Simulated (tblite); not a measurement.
C7H11P.
Structure used (GFN2-xTB), in Å, numbered top down from 1:
```
atom  x, y, z in Å
C1     2.7635   -0.9381    0.4419
C2     1.7559   -0.1612    0.0813
P3     0.3425    0.1862    1.1933
C4    -0.1271    1.8717    0.5350
C5    -0.9778    1.6979   -0.7301
C6    -1.4603    0.2818   -0.7640
C7    -0.9215   -0.5770    0.0920
C8    -1.2297   -2.0294    0.2228
H9     2.8066   -1.3807    1.4238
H10    3.5857   -1.1635   -0.2198
H11    1.7167    0.2850   -0.9064
H12   -0.7085    2.3654    1.3179
H13    0.7681    2.4718    0.3650
H14   -1.8188    2.3956   -0.7337
H15   -0.3915    1.9011   -1.6319
H16   -2.2133    0.0042   -1.4885
H17   -1.6090   -2.2426    1.2221
H18   -0.3214   -2.6165    0.0832
H19   -1.9697   -2.3424   -0.5114
```

Level: GFN2-xTB in tblite, geometry and Hessian alike; calculated harmonic values, unscaled, isolated species. This tight-binding method is rough: wavenumbers can miss measured ones by several per cent, in bad cases by 10 to 20. One conformer, not necessarily the lowest.

Harmonic wavenumbers (cm⁻¹): 27.3, 72.8, 117.7, 152.8, 197.6, 233.0, 274.8, 314.6, 413.7, 470.5, 548.8, 626.1, 646.4, 671.8, 727.2, 784.6, 805.4, 898.3, 939.1, 948.0, 1000.1, 1000.8, 1008.8, 1025.6, 1089.3, 1109.8, 1142.5, 1177.8, 1225.3, 1235.7, 1255.4, 1296.1, 1397.2, 1397.8, 1449.5, 1470.3, 1479.8, 1482.6, 1659.6, 1697.5, 2925.0, 2954.9, 2964.9, 2977.5, 2991.1, 3007.2, 3008.3, 3022.2, 3056.6, 3077.4, 3107.4.

A = 2237, B = 1600, C = 1160 MHz; mass 126.060 u (most abundant isotopes); point group C1, symmetry number 1.

Question: What is the zero-point energy?

Answer: ½Σν̃ = 34282 cm⁻¹ = 98.02 kcal/mol.

Question: Entropy at 273.15 K, 1 bar (ideal gas, RRHO, classical rotation)?

Answer: Translation 40.00, rotation 28.48, vibration 25.59: S = 94.1 cal/(mol K).

Question: And Cp and H(273.15 K) − H(0)?

Answer: Cp = 34.16 cal/(mol K), of which vibrations give 26.21 (their classical limit is 51 R = 101.3); H(273.15 K) − H(0) = 5.76 kcal/mol without the zero-point energy, 3.59 from vibrations.

Question: Blend soft modes into free rotors: weight 1/[1 + (100 cm⁻¹/ν̃)⁴] for the oscillator and the rest for a rotor with moment μB/(μ + B), μ = h/(8π²ν), B = 10⁻⁴⁴ kg m². What vibrational entropy results?

Answer: 23.06 cal/(mol K) in place of 25.59, which changes −T·S at 273.15 K by +0.69 kcal/mol.

Question: How do the functions run with temperature in this model?

Answer: 
```csv
T (K),S (cal/(mol K)),Cp (cal/(mol K)),H − H(0) (kcal/mol),G − H(0) (kcal/mol),ln q(vib)
50,58.9,12.9,0.51,-2.43,0.79
100,69.4,18.0,1.29,-5.65,2.01
298.15,97.2,36.7,6.65,-22.32,6.87
373.15,106.2,44.3,9.69,-29.95,8.69
500,120.8,55.4,16.04,-44.36,11.77
750,146.4,71.0,31.98,-77.85,17.74
1000,168.4,81.2,51.09,-117.27,23.36
```

q(vib) and H(0) count from the zero-point level.

Question: What must be added to the electronic energy to get the Gibbs energy at 273.15 K and 1 bar?

Answer: ZPE + [H(273.15 K) − H(0)] − T·S = 98.02 + 5.76 − 25.69 = 78.09 kcal/mol.

Hindered rotation and anharmonicity are outside this model. Other conformers, if any are populated, would add a mixing term that is left out. The structure is chiral; the term R ln 2 for an equal mix with its mirror image is left out.
